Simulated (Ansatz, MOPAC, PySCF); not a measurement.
Noncovalent pair: H3NSe (SMILES N[SeH]) (first 5 atoms) with H2O (SMILES O); geometry from B3LYP-D3(BJ)/def2-TZVP, rigid monomers moved along the line of their centres of mass till N1···H7 is 2.28 Å.
(charge 0, multiplicity 1):
```json
[
 {"atom": "N", "x (Å)": "-1.0729", "y (Å)": "0.4048", "z (Å)": "0.5021"},
 {"atom": "Se", "x (Å)": "0.3916", "y (Å)": "-0.4501", "z (Å)": "-0.2918"},
 {"atom": "H", "x (Å)": "-1.1449", "y (Å)": "1.3628", "z (Å)": "0.1817"},
 {"atom": "H", "x (Å)": "-1.9332", "y (Å)": "-0.0862", "z (Å)": "0.2924"},
 {"atom": "H", "x (Å)": "-0.0313", "y (Å)": "-0.3951", "z (Å)": "-1.7133"},
 {"atom": "O", "x (Å)": "-0.2339", "y (Å)": "0.4211", "z (Å)": "3.6278"},
 {"atom": "H", "x (Å)": "-0.6092", "y (Å)": "0.4465", "z (Å)": "2.7299"},
 {"atom": "H", "x (Å)": "-0.3331", "y (Å)": "-0.4897", "z (Å)": "3.9202"}
]
```

Interaction energies are E(AB) − E(A) − E(B) at the monomers' geometry in the complex; basis-set methods are counterpoise corrected. Rows marked so take none.

Correlated levels freeze the cores. Filled d and f shells under p-block atoms count as core. Rows in 6-31G* carry no dispersion term and start afresh at each structure (6-31G* with six Cartesian d functions); the Pople sets are all-electron and without relativity. The state that AM1 reach isn't checked.

Programs: Ansatz (Gaussian basis) for Hartree–Fock, density functionals and correlated methods; MOPAC for AM1 (differences of heats of formation); PySCF for 6-31G* rows, the dispersion terms. 

```csv
level,interaction energy (kJ/mol)
AM1,-4.3
PBE/def2-TZVPPD,-18.6
PBE-D4/def2-TZVPPD,-21.4
r2SCAN/def2-TZVPPD,-18.9
B3LYP/def2-TZVPPD,-16.3
B3LYP-D3(BJ)/def2-TZVPPD,-21.0
M06-2X/6-31G* (no counterpoise),-26.3
MP2/aug-cc-pVDZ,-18.3
CCSD(T)/aug-cc-pVDZ,?
```

Task: Complete the blanks.

Result: 
- CCSD(T)/aug-cc-pVDZ, interaction energy (kJ/mol): -17.8

Ansatz is a program for electronic structure.
